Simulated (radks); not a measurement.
The numbers below are computed, except where a source is named.
Al9+, 4 electrons, occupied as [He] 2s2 (the NIST ground configuration).

Code: a radial shooting solver on a logarithmic mesh with Libxc functionals. Model: scalar-relativistic Kohn-Sham, BLYP, spin-unpolarised, spherical densities, finite nucleus; Fermi nuclear charge, rms radius 3.061 fm.

Energy parts (hartree):
total: -192.20002
kinetic: 192.87955
electron-nucleus: -403.79644
Hartree: 28.91978
exchange-correlation: -10.20291

Orbitals (lengths in bohr, moments of r in powers of bohr):
| orbital | occ. | eigenvalue (hartree) | <r^2> | <1/r> |
|---|---|---|---|---|
| 1s | 2 | -69.11909 | 0.01912 | 12.69 |
| 2s | 2 | -13.91363 | 0.3186 | 2.838 |
| 2p | 0 | -12.97357 | 0.2526 | 2.769 |
| 3s | 0 | -5.65138 | 1.779 | 1.165 |

The highest occupied level is 2s at -378.61 eV. The density falls to 0.001 e/bohr^3 at r = 1.38 bohr. Summed over all electrons, <r^2> = 0.6755 bohr^2, which gives a Langevin (diamagnetic) susceptibility term of -0.535 x 10^-6 cm^3/mol. The electron density at the nucleus is 1558 e/bohr^3 (large components only).
